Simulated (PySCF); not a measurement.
# Bond length, frequency and bond energy of MgZn by level of theory

State: ¹Σ⁺ (singlet), closed shell. Set-up: PySCF, no relativity, basis sets Mg def2-SVP, Zn def2-SVP. De refers to Mg + Zn in their ground configurations, without counterpoise correction. A positive dipole means Mg(−)Zn(+). Levels whose curve was spin-contaminated or gave no clean fit are not listed.

| Level | Re (Å) | ωe (cm⁻¹) | De (eV) | μ (D) |
| --- | --- | --- | --- | --- |
| RHF-MP2 | 3.638 | 53.8 | 0.073 | n/a |
| RHF-CCSD(T) | 3.747 | 46.4 | 0.057 | n/a |
| PBE | 3.167 | 98.5 | 0.187 | 0.32 |
| TPSS | 3.161 | 98.2 | 0.171 | 0.53 |
| r²SCAN | 3.134 | 104 | 0.181 | 0.31 |
| r²SCANh | 3.192 | 95.6 | 0.157 | 0.29 |
| PBE0 | 3.315 | 81.9 | 0.131 | 0.30 |
| CAM-B3LYP | 3.682 | 44.7 | 0.030 | 0.15 |

Q: Which functional lies closest to RHF-CCSD(T) in De, which farthest, and by how much do they differ from it?

A: Closest is CAM-B3LYP (-6.5 pm in Re, -3.7 % in ωe, -0.03 eV in De against RHF-CCSD(T) in the same basis), farthest PBE (-58.0 pm in Re, +112.3 % in ωe, +0.13 eV in De). CCSD(T) converges more slowly with the basis than the functionals do and binds too weakly in this one, so the order can change at the basis-set limit.

Q: What does a quarter of exact exchange do here, going from PBE to PBE0?

A: PBE0 less PBE: +14.8 pm in Re, -16.9 % in ωe, -0.06 eV in De. Exact exchange removes part of the self-interaction that spreads semilocal densities, and in most molecules shortens and stiffens the bond and lowers De; here Re and ωe go the other way.

Q: What does the step from GGA to meta-GGA do here, going from PBE to r²SCAN?

A: r²SCAN less PBE: -3.3 pm in Re, +5.6 % in ωe, -0.01 eV in De. 

Correlated steps freeze 6 core orbitals. Closed-shell solutions of metal pairs were not tested for spin polarisation, which can lower them a little. The bond is weak. Basis-set superposition, not corrected here, can be much of De in a small basis, most of all at correlated wavefunction levels. Functionals without a dispersion term scatter widely for such bonds, and LDA overbinds them.

The whole job (state search and all levels along the bond) took about 2 min on 1 thread of Arm Neoverse V2 (shared host), peak memory 0.6 GiB.
